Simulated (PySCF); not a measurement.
Isomers of C2H10F2N2Si2, one GFN2-xTB conformer each. Single-point energies are computed at PBE0/pcSseg-1 (PySCF, gas phase, no added dispersion term), electronic only.

```tsv
SMILES	GFN2-xTB relative energy (kJ/mol)
CN[Si@H](F)N[SiH2]CF	0.0
NCC(F)(F)[SiH2][SiH2]N	341.6
```

Conformers: `[CH3:1][NH:2][Si@H:3]([F:4])[NH:5][SiH2:6][CH2:7][F:8]` with C1–N2–Si3–F4 -59°, N2–Si3–N5–Si6 113°, Si3–N5–Si6–C7 171°, N5–Si6–C7–F8 49°; `[NH2:1][CH2:2][C:3]([F:4])([F:5])[SiH2:6][SiH2:7][NH2:8]` with H–N1–C2–C3 -59° and 59°, N1–C2–C3–F4 56°, C2–C3–Si6–Si7 -178°, C3–Si6–Si7–N8 -176°, Si6–Si7–N8–H 53° and -169°.

Task: What does PBE0/pcSseg-1 give for the same structures?

Result: 
```
                SMILES  PBE0/pcSseg-1 E (Eh)  PBE0/pcSseg-1 (kJ/mol)  GFN2-xTB (kJ/mol)  point group
  CN[Si@H](F)N[SiH2]CF            -969.81184                     0.0                0.0           C1
NCC(F)(F)[SiH2][SiH2]N            -969.70174                   289.1              341.6            –
```

Both levels put the same isomer lowest. As drawn, the lower has an Si–F bond, which the higher lacks; the higher has two fluorines on one carbon and an Si–Si bond, which the lower lacks.

Task: Which frontier levels, dipoles and rotational constants go with these structures?

Result: 
```json
{"SMILES": "CN[Si@H](F)N[SiH2]CF", "HOMO (eV, PBE0/pcSseg-1)": "-7.07", "LUMO (eV)": "0.67", "dipole (D)": "1.59", "A, B, C (MHz)": "2882, 609.0, 537.3"}
{"SMILES": "NCC(F)(F)[SiH2][SiH2]N", "HOMO (eV, PBE0/pcSseg-1)": "-6.94", "LUMO (eV)": "-0.58", "dipole (D)": "2.58", "A, B, C (MHz)": "3481, 633.4, 605.2"}
```
